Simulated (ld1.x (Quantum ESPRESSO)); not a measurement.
## I (Z = 53): excitation energies, all-electron against TM

```json
{
  "Element": "I (Z = 53)",
  "Generator": "ld1.x (Quantum ESPRESSO) 7.5",
  "Type": "norm-conserving Troullier–Martins (Kleinman–Bylander form)",
  "Functional": "Wu–Cohen",
  "Relativity": "scalar-relativistic",
  "Frozen core": "[Kr] 4d10",
  "Valence charge": "7",
  "Reference configuration": "5s2 5p5",
  "Partial waves": "5s (bound): rc 1.60 bohr; 5p (bound): rc 1.65 bohr",
  "Local potential": "all-electron potential smoothed inside 1.20 bohr (lloc = -1)",
  "Core correction": "none"
}
```

Energies are relative to the spin-unpolarised reference configuration 5s2 5p5; without spin polarisation the order of configurations can differ from experiment.

```json
{"valence configuration": "5s2 5p4", "charge": "+1", "ΔE all-electron (eV)": "11.156", "error AE − PS (meV)": "-6.2"}
{"valence configuration": "5s2 5p3", "charge": "+2", "ΔE all-electron (eV)": "31.058", "error AE − PS (meV)": "-22"}
{"valence configuration": "5s2 5p2", "charge": "+3", "ΔE all-electron (eV)": "60.478", "error AE − PS (meV)": "-43"}
{"valence configuration": "5s1 5p5", "charge": "+1", "ΔE all-electron (eV)": "22.176", "error AE − PS (meV)": "-4.8"}
{"valence configuration": "5s1 5p6", "charge": "0", "ΔE all-electron (eV)": "10.455", "error AE − PS (meV)": "+3.5"}
{"valence configuration": "5s2 5p4.5", "charge": "+0.5", "ΔE all-electron (eV)": "4.541", "error AE − PS (meV)": "-2.0"}
{"valence configuration": "5s2 5p5.3", "charge": "-0.3", "ΔE all-electron (eV)": "-1.785", "error AE − PS (meV)": "+0.2"}
```

Note: ghost states, extra bound levels that the all-electron valence spectrum of the same l lacks: s at -201.0 eV, p at -43.0 eV, d at -31.3 eV. A true bound ghost makes a file unfit for plane-wave use.
